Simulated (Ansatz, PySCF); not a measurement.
System: CSe2 (charge 0, singlet). SMILES: [Se]=C=[Se]
Structure (B3LYP-D3(BJ)/def2-TZVP (Ansatz, an electronic-structure program) minimum search):
```
C
Se 1 1.6965
Se 1 1.6965 2 180.00
```
Charge 0, spin multiplicity 1.

Property: atomisation energy, in kcal/mol. Set-up: non-relativistic; LANL2DZ with its own core potentials from Na on; open shells spin-unrestricted; valence correlation only (noble-gas shells and the d and f shells of earlier blocks); atomisation electronic, to ground-state atoms; 6-31G* and kin with 6d, 5d where marked; no spin-orbit coupling; no dispersion term unless named. Ab initio and DFT rows: single points at B3LYP-D3(BJ) geometries (Ansatz).

| level | program | atomisation energy (kcal/mol) |
|---|---|---|
| PBE/LANL2DZ | Ansatz | 229.5 |
| BLYP/6-31G* with LANL2DZ past Ar | Ansatz | 223.2 |
| BP86/def2-SVP | PySCF | 257.5 |
| B3LYP/STO-3G | Ansatz | 285.6 |
| B3LYP/LANL2DZ | Ansatz | 201.6 |
| B3LYP/6-31G* | Ansatz | 230.6 |
| MP2/STO-3G | Ansatz | 240.2 |
| PBE/def2-TZVPD | Ansatz | 256.9 |
| M06-2X/def2-TZVPD | PySCF | 222.1 |

No value to compare with is used here. The 7 habitual levels span 201.6 (B3LYP/LANL2DZ) to 285.6 kcal/mol (B3LYP/STO-3G); M06-2X/def2-TZVPD gives 222.1.

The levels are drawn from those run, B3LYP/6-31G* more often than the rest, none by its result; left out are runs that failed, that the program found above a lower state of the same kind, or whose <S^2> lies over 0.5 above the pure value.
